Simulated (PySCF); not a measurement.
An equivalent PySCF input for Ca⁺ (calcium, charge +1), [Ar] 4s1, 2S determinant, with no relativity, point nucleus:

```python
from pyscf import gto, scf, dft, mp, cc
import basis_set_exchange as bse
mol = gto.M(atom="Ca 0 0 0", charge=1, spin=1, symmetry="D2h",
            basis=gto.basis.parse(bse.get_basis("dyall-av2z", elements=["Ca"], fmt="nwchem")))
mf = dft.UKS(mol, xc="PBE")
mf.irrep_nelec = {'Ag': (4, 3), 'B1u': (2, 2), 'B2u': (2, 2), 'B3u': (2, 2)}
mf.kernel()
```

It reaches the same state as the run whose output follows, with an energy that differs only through the grid. The run itself started from symmetry-adapted Hartree-Fock orbitals and held the occupation by maximum overlap, on a logarithmic radial grid, so the iterations belong to that start.

```
SCF conv_tol = 1e-09
number electrons alpha = 10  beta = 9
XC functionals = PBE
    J. P. Perdew, K. Burke, and M. Ernzerhof.,  Phys. Rev. Lett. 77, 3865 (1996)
    J. P. Perdew, K. Burke, and M. Ernzerhof.,  Phys. Rev. Lett. 78, 1396 (1997)
    J. P. Perdew, K. Burke, and M. Ernzerhof.,  Phys. Rev. Lett. 77, 3865 (1996)
    J. P. Perdew, K. Burke, and M. Ernzerhof.,  Phys. Rev. Lett. 78, 1396 (1997)
cycle= 1 E= -677.119861570342  delta_E= -0.011  |g|= 0.0199  |ddm|= 0.234
cycle= 2 E= -677.119936662056  delta_E= -7.51e-05  |g|= 0.0123  |ddm|= 0.0353
cycle= 3 E= -677.119971539352  delta_E= -3.49e-05  |g|= 0.00188  |ddm|= 0.0113
cycle= 4 E= -677.119971707496  delta_E= -1.68e-07  |g|= 6.72e-05  |ddm|= 0.00138
cycle= 5 E= -677.119971709461  delta_E= -1.97e-09  |g|= 4e-06  |ddm|= 0.000441
cycle= 6 E= -677.119971709473  delta_E= -1.21e-11  |g|= 1.78e-07  |ddm|= 5.13e-05
converged SCF energy = -677.119971709473  <S^2> = 0.75008733  2S+1 = 2.0000873
```
